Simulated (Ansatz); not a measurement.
Coupled-cluster diagnostics for the cluster K₄ (the lowest singlet isomer of a short search), Ansatz.

Geometry of the singlet (B3LYP/def2-TZVP):

Cartesian coordinates in Å:
```
K -1.3408 3.4730 1.5637
K -1.7813 -0.0232 -0.9337
K 1.3350 -3.4800 -1.5528
K 1.7870 0.0302 0.9228
```

Correlated methods freeze 20 core orbitals; core or outer-core shells of K are correlated, in sets that lack core-valence functions. At PBE0/def2-TZVP a broken-symmetry singlet of charge 0 lies 0.15 eV below the triplet, each at its own geometry. In the quintet geometry the species has come apart into loosely held pieces. At PBE0/def2-TZVP a broken-symmetry singlet of charge 0 lies 1.16 eV below the quintet, each at its own geometry. The structure comes from a short search, and lower isomers may exist.

Geometry of the charge 0 triplet (B3LYP/def2-TZVP):

```csv
atom,x (Å),y (Å),z (Å)
K1,3.3700,-0.2221,-0.2374
K2,0.2383,2.3883,1.1884
K3,-3.3698,0.2194,0.2427
K4,-0.2385,-2.3856,-1.1938
```

Geometry of the charge 0 quintet (B3LYP/def2-TZVP):

```xyz
4

K     4.281   -1.701   -1.800
K     1.095    2.316    0.436
K    -4.271    1.690    1.835
K    -1.105   -2.304   -0.470
```

Problem. Estimate the CCSD(T) correlation energy, the shares of MP2 and (T), T1 and the reference's ⟨S²⟩ for: charge 0, singlet, own geometry in def2-TZVPP; charge 0, triplet, own geometry in def2-TZVPP; charge 0, quintet, own geometry in def2-TZVPP; charge 1, doublet, vertical in def2-TZVPP; and the rough time on 4 threads of Arm Neoverse V1 on a shared host.

Solution. 
```tsv
state	basis	correlation (eV)	MP2 share (%)	(T) share (%)	T1	⟨S²⟩ (pure)	wall time	remarks
charge 0, singlet, own geometry	def2-TZVPP	-20.301	91.1	1.9	0.012	0.00 (0.00)	26 s	restricted SCF unstable
charge 0, triplet, own geometry	def2-TZVPP	-19.837	90.2	1.8	0.045	2.35 (2.00)	80 s	large T1, spin-contaminated
charge 0, quintet, own geometry	def2-TZVPP	-19.085	91.7	1.3	0.012	6.00 (6.00)	57 s	–
charge 1, doublet, vertical	def2-TZVPP	-19.466	90.9	1.6	0.034	1.04 (0.75)	72 s	spin-contaminated
```
Customary marks for T1 are 0.02 (closed shells), 0.045 (open shells) and about 0.05 (3d metals). T1 exceeds 0.02 in 2 of 4 rows and 0.045 in 1; the higher it lies, the less the single-reference result can be trusted.
